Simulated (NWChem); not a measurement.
Species: Cd

Program: NWChem. def2 effective core potentials on Cd; no spin-orbit coupling. Static field.

```tsv
level	basis functions	isotropic polarisability (bohr³)	anisotropy (bohr³)
PBE0/def2-SVP	31	48.4	0.0
PBE0/def2-SVPD	34	48.6	0.0
PBE0/def2-TZVP	40	48.4	0.0
PBE0/def2-TZVPD	40	48.4	0.0
```
